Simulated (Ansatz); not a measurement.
Molecule: BNH$_{4}$, net charge 1, doublet state. SMILES of the parent species: NB

Atoms: B1, N2, H3, H4, H5, H6. Bonds: B1-N2, B1-H3, B1-H4, N2-H5, N2-H6.

Bond lengths (Å) and angles (degrees) optimised at HF/3-21G with Ansatz (a quantum-chemistry and plane-wave program); HF/6-31G* with Ansatz; B3LYP/6-31G* with Ansatz, each started from the B3LYP-D3(BJ)/def2-TZVP structure (Ansatz) of the last column. A row stands for all coordinates that are equal there. 6-31G* holds six Cartesian d functions.

```json
[
 {"coordinate": "B1-N2", "HF/3-21G": "1.547", "HF/6-31G*": "1.525", "B3LYP/6-31G*": "1.448", "B3LYP-D3(BJ)/def2-TZVP": "1.433"},
 {"coordinate": "B1-H3", "HF/3-21G": "1.175", "HF/6-31G*": "1.176", "B3LYP/6-31G*": "1.202", "B3LYP-D3(BJ)/def2-TZVP": "1.202"},
 {"coordinate": "N2-H5", "HF/3-21G": "1.023", "HF/6-31G*": "1.014", "B3LYP/6-31G*": "1.029", "B3LYP-D3(BJ)/def2-TZVP": "1.025"},
 {"coordinate": "N2-B1-H3", "HF/3-21G": "115.5", "HF/6-31G*": "115.3", "B3LYP/6-31G*": "119.1", "B3LYP-D3(BJ)/def2-TZVP": "119.7"},
 {"coordinate": "B1-N2-H5", "HF/3-21G": "122.8", "HF/6-31G*": "123.2", "B3LYP/6-31G*": "123.3", "B3LYP-D3(BJ)/def2-TZVP": "123.3"},
 {"coordinate": "H3-B1-H4", "HF/3-21G": "129.0", "HF/6-31G*": "129.5", "B3LYP/6-31G*": "121.9", "B3LYP-D3(BJ)/def2-TZVP": "120.7"},
 {"coordinate": "H5-N2-H6", "HF/3-21G": "114.5", "HF/6-31G*": "113.6", "B3LYP/6-31G*": "113.4", "B3LYP-D3(BJ)/def2-TZVP": "113.3"}
]
```

Mean signed difference of all 5 bond lengths from B3LYP-D3(BJ)/def2-TZVP: HF/3-21G 0.012 Å, HF/6-31G* 0.004 Å, B3LYP/6-31G* 0.005 Å.
